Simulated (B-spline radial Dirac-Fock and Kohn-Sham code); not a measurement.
**Auger parameter of vanadium: the L3 level and its strongest L3-MM line**

Method: Dirac-Fock ΔSCF + Breit + QED. Computed with an atomic code on a B-spline grid. The modified Auger parameter α′ is the binding energy plus the kinetic energy of the Auger electron; it does not depend on the energy zero. For free ions it tends to fall with charge, since less charge screens the final holes.

```
           species     configuration  binding 2p3/2 (eV)  Auger line  kinetic (eV)  α′ (eV)
                 V      [Ar] 3d3 4s2               526.0    M2M3 J=2         406.4    932.4
                 V      [Ar] 3d4 4s1               519.4    M2M3 J=2         410.5    929.9
                 V          [Ar] 3d5               514.9    M2M3 J=2         414.7    929.6
                 V  [Ar] 3d2 4s2 4p1               535.4    M2M3 J=2         401.5    936.9
                V⁺          [Ar] 3d4               527.4    M2M3 J=2         400.8    928.3
 V⁺ (Watson 2.7 Å)          [Ar] 3d4               522.1    M2M3 J=2         406.2    928.3
               V²⁺          [Ar] 3d3               544.6    M2M3 J=2         385.8    930.4
               V³⁺          [Ar] 3d2               565.4    M2M3 J=2         369.9    935.3
  V³⁺ (Watson 2 Å)          [Ar] 3d2               543.8    M2M3 J=2         391.5    935.3
V³⁺ (Watson 2.7 Å)          [Ar] 3d2               549.4    M2M3 J=2         385.9    935.3
               V⁴⁺          [Ar] 3d1               589.4    M2M3 J=2         353.4    942.8
  V⁴⁺ (Watson 3 Å)          [Ar] 3d1               570.2    M2M3 J=2         372.6    942.8
               V⁵⁺      [Ne] 3s2 3p6               616.2    M2M3 J=2         336.5    952.7
V⁵⁺ (Watson 1.8 Å)      [Ne] 3s2 3p6               576.2    M2M3 J=2         376.5    952.7
  V⁵⁺ (Watson 2 Å)      [Ne] 3s2 3p6               580.2    M2M3 J=2         372.5    952.7
```
